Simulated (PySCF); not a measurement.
# B²⁺ (boron, charge +2) across methods

[He] 2p1, 2P determinant (an excited configuration). Computed with PySCF 2.14 in aug-cc-pCVQZ-DK (9s8p6d4f2g, 109 functions), with scalar relativity by spin-free X2C-1e.

```
 method  E (hartree)  mean ε 1s α (eV)  mean ε 1s β (eV)  mean ε 2p α (eV)  Σ⟨r²⟩ (bohr²)   ⟨S²⟩
wB97X-V     -23.2385           -219.35           -218.93           -30.536          3.303  0.750
    LDA     -22.9451           -208.48           -207.88           -26.422          3.307  0.750
 r2SCAN     -23.2334           -213.51           -213.00           -27.072          3.259  0.750
   BLYP     -23.2470           -210.87           -210.40           -26.764          3.252  0.750
   PBE0     -23.2040           -217.82           -217.23           -28.129          3.286  0.750
    PBE     -23.2008           -210.49           -209.91           -26.784          3.283  0.750
LC-wPBE     -23.2045           -216.49           -215.91           -31.217          3.249  0.750
```

(1) Estimate the same row for UHF.

Answers

(1) E (hartree) = -23.15990; mean ε 1s α (eV) = -239.07; mean ε 1s β (eV) = -238.44; mean ε 2p α (eV) = -31.785; Σ⟨r²⟩ (bohr²) = 3.331; ⟨S²⟩ = 0.750.
